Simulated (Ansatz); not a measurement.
Mulliken charges of `[NH2][Al]([AlH2])[GaH2]` from B3LYP/def2-TZVPP in Ansatz (PBE0-D4/def2-TZVP geometry).

```csv
atom,x (Å),y (Å),z (Å),charge (e)
N1,-1.687,0.389,-0.921,-0.385
Al2,-0.147,0.083,-0.085,0.197
Al3,0.298,-2.432,0.448,0.311
Ga4,1.326,2.067,0.437,0.048
H5,-2.347,-0.332,-1.168,0.136
H6,-2.034,1.287,-1.220,0.124
H7,1.690,-2.957,1.027,-0.141
H8,-0.819,-3.552,0.213,-0.142
H9,1.285,2.835,1.822,-0.074
H10,2.435,2.612,-0.554,-0.074
```

**Question.** By hand: the dipole of these point charges (1 e Å = 4.8032 D).

**Answer.** Σ q r = (-0.192, -0.158, -0.081) e Å, of length 0.262 e Å = 1.26 D.

**Question.** How does the dipole of the full density compare? (An estimate is asked.)

**Answer.** Ansatz gave: (-0.341, 0.026, -0.181) e Å, 1.86 D; the point charges give 0.68 times that, at 41° from its direction.

Point charges leave out the atoms' own dipoles, such as those of lone pairs, and Mulliken's split depends on the basis, so the two needn't agree.

B3LYP here is the variant with VWN-RPA as its local correlation; programs differ in this.
